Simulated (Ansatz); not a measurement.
Consider the germylene formation by 1,1-elimination: `C[O][GeH]([OH])[Cl]` → HCl + `C[O][Ge][OH]`.

Gas-phase electronic energies from Ansatz, PBE0-D4/def2-TZVP geometries. CCSD(T)/CBS is the MP2 limit (def2-TZVPP, def2-QZVPP) plus CCSD(T) − MP2 in def2-TZVPP, frozen cores. This one scheme is used for every species. DFT in def2-TZVPP. For Ge outer-core shells are correlated without core-valence functions, which leaves a few kJ/mol of doubt a bond. Scalar relativity is left out up to krypton. One conformer a species, not always the lowest.

**Question.** Is it downhill or uphill in electronic energy at CCSD(T)/CBS, and by how much? (An estimate is asked.)

**Answer.** Ansatz gave: Uphill: ΔE = +114.1 kJ/mol.

**Question.** What do these levels give: B2PLYP, PBE, PBE0, MP2/def2-TZVPP, CCSD/def2-TZVPP, HF/def2-QZVPP? (Estimate.)

**Answer.** Ansatz gave: B2PLYP 105.8, PBE 93.4, PBE0 117.2, MP2/def2-TZVPP 135.1, CCSD/def2-TZVPP 126.7, HF/def2-QZVPP 131.2 kJ/mol.

Largest T1 diagnostic among the species: 0.015.

The D4 term adds +10.9 kJ/mol with B3LYP and +6.0 kJ/mol with PBE0; it sums over pairs of atoms, weighted by their polarisabilities, and B3LYP, whose exchange is more repulsive, gets the larger term. From PBE to PBE0 (25 % exact exchange), in def2-TZVPP and without D4, ΔE moves by +23.8 kJ/mol.

B3LYP here is the variant with VWN-RPA as its local correlation; programs differ in this.
